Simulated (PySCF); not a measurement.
A structure optimised at PBE0-D3(BJ)/def2-SVP, used in a PySCF frequency run:

```
Sb
Si 1 2.5858
H 2 1.4930 1 108.47
H 2 1.4930 3 110.11 1 -118.61
H 2 1.4949 3 109.50 4 -120.45
Te 1 2.7826 2 90.31 3 172.11
H 6 1.6664 1 90.88 2 159.72
Te 1 2.7826 2 90.26 3 68.90
H 8 1.6665 1 90.91 2 -159.48
```

Write its SMILES and formula.

[SiH3][Sb]([TeH])[TeH], H5SbSiTe2

What are its rotational constants (standard atomic weights)?

1.0183, 0.36672, 0.32021 GHz
